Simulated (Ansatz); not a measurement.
Ansatz (a first-principles code) input (CCSD(T)/aug-cc-pV(D+d)Z):
A basis named .json is the Basis Set Exchange file of that set.

Ansatz 0.2 input:
```yaml
crystal:
  periodic: [false, false, false]
  atoms:
    - {symbol: Si, position_ang: [-0.12715094, -0.25195329, -0.27007601]}
    - {symbol: F, position_ang: [-0.74687488, -0.71975965, 1.13064117]}
    - {symbol: F, position_ang: [-0.72888459, 1.18221121, -0.65217284]}
    - {symbol: N, position_ang: [1.55350392, -0.04291937, -0.03011161]}
    - {symbol: H, position_ang: [2.08795311, -0.77582140, 0.41336219]}
    - {symbol: H, position_ang: [2.09946784, 0.44153906, -0.72773167]}
basis:
  gaussian:
    orbitals: aug-cc-pV_D+d_Z.json
magnetization: {spin_polarized: true, initial_magnetization: 1}
correlation: {method: ccsd_t, electrons: outside_noble_gas}
output: {forces: true}
```

Output:

```
Functional definition: HF
integrals: 0.35 GiB planned
1162 factors; integrals over basis functions are off by at most 7.1e-4 eV
mean field: 0.60 GiB planned
mean field evaluation 1: about -14787.4958 eV, gradient 3.2e1 eV
mean field evaluation 2: about -14787.5079 eV, gradient 3.2e1 eV
mean field evaluation 4: about -14791.7423 eV, gradient 2.5e0 eV
mean field evaluation 8: about -14791.8366 eV, gradient 3.7e-1 eV
mean field evaluation 16: about -14787.4948 eV, gradient 3.2e1 eV
mean field -14791.83899638 eV, -543.5900568484 hartree, gradient 3.4e-6 eV, S^2 0.754478; 0 other end points of the search recorded, 0 dependent functions left out
8 core orbitals not correlated
reference -14791.83899638 eV, -543.5900568484 hartree; 13, 12 occupied and 98, 99 virtual orbitals, 1162 factors
densities: 2.63 GiB planned
second order -18.23833187 eV of doubles, -0.00000000 eV of singles
coupled cluster: 1.54 GiB planned
cycle   1  -18.18427402 eV  change    5.4e-2 eV  update   1.0e-1
cycle   2  -18.57422582 eV  change   -3.9e-1 eV  update   3.0e-2
cycle   3  -18.68665533 eV  change   -1.1e-1 eV  update   1.7e-2
cycle   4  -18.68346742 eV  change    3.2e-3 eV  update   5.0e-3
cycle   5  -18.67891015 eV  change    4.6e-3 eV  update   2.6e-3
cycle   6  -18.68014166 eV  change   -1.2e-3 eV  update   1.2e-3
cycle   7  -18.68057263 eV  change   -4.3e-4 eV  update   4.9e-4
cycle   8  -18.68050850 eV  change    6.4e-5 eV  update   2.2e-4
cycle   9  -18.68055226 eV  change   -4.4e-5 eV  update   9.8e-5
cycle  10  -18.68055297 eV  change   -7.0e-7 eV  update   3.6e-5
cycle  11  -18.68054406 eV  change    8.9e-6 eV  update   1.6e-5
cycle  12  -18.68055424 eV  change   -1.0e-5 eV  update   6.3e-6
cycle  13  -18.68055653 eV  change   -2.3e-6 eV  update   2.3e-6
perturbative correction -0.49446088 eV, -0.0181711022 hartree
the calculation of the forces begins
Total energy: -14811.01401378 eV, -544.2947257407 hartree
Atom 0 at    -0.127151    -0.251953    -0.270076 Å, force     0.180894    -0.556819    -0.592209 eV/Å
Atom 1 at    -0.746875    -0.719760     1.130641 Å, force    -0.318758    -0.258327     0.736082 eV/Å
Atom 2 at    -0.728885     1.182211    -0.652173 Å, force    -0.309179     0.754395    -0.213194 eV/Å
Atom 3 at     1.553504    -0.042919    -0.030112 Å, force     0.039970     0.171200     0.183045 eV/Å
Atom 4 at     2.087953    -0.775821     0.413362 Å, force     0.201468    -0.273845     0.148062 eV/Å
Atom 5 at     2.099468     0.441539    -0.727732 Å, force     0.205604     0.163396    -0.261785 eV/Å
Dipole moment:     0.510795    -0.203935    -0.212411 e Å
```

It need not be the lowest isomer of its formula.
